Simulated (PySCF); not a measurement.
# Working out the ionisation energy of Ne+

Ne+ [He] 2s2 2p5 (2P) → Ne(2+) [He] 2s2 2p4 (3P). Computed with PySCF 2.14 in x2c-TZVPPall, with scalar relativity by spin-free X2C-1e. Frozen: 1s2. Energies in hartree (1 hartree = 27.21139 eV):

```
            part  Ne+ (lower)  Ne(2+) (upper)
             UHF  -127.956669     -126.513666
CCSD correlation    -0.205751       -0.155091
             (T)    -0.002240       -0.001389
```

Problem. What does Hartree-Fock give?

Solution. (-126.513666) − (-127.956669) = 1.443003 hartree = 39.266 eV.

Problem. What do CCSD and CCSD(T) give?

Solution. The CCSD correlation energies differ by 0.050660 hartree = 1.379 eV and the triples by 0.000851 hartree = 0.023 eV, so CCSD gives 40.645 eV and CCSD(T) 40.668 eV.

A first-order spin-orbit estimate adds -0.005 eV to CCSD(T) (valence), giving 40.663 eV against 40.963 eV (measured; NIST Atomic Spectra Database, ionization energies).

What remains against the reference includes basis incompleteness, the frozen core and higher excitations.
